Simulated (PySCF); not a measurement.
Vertical excitations of a molecule C₃H₈N, multiplicity 2 from PySCF with TDA-PBE/def2-SVPD, as energy in eV (oscillator strength): 2.57 (0.010), 3.56 (0.010), 3.57 (0.013), 4.42 (0.000), 4.55 (0.010), 4.80 (0.030), 5.04 (0.009), 5.28 (0.077), 5.57 (0.000), 5.72 (0.034). Geometry optimised at ωB97X-D3(BJ)/def2-SVP. One conformer was computed; it need not be the lowest.

Identify the compound among the candidates.
A. C[C](C)N
B. [CH2]CNC
C. [CH2]N(C)C
D. CC[N]C

A, C[C](C)N
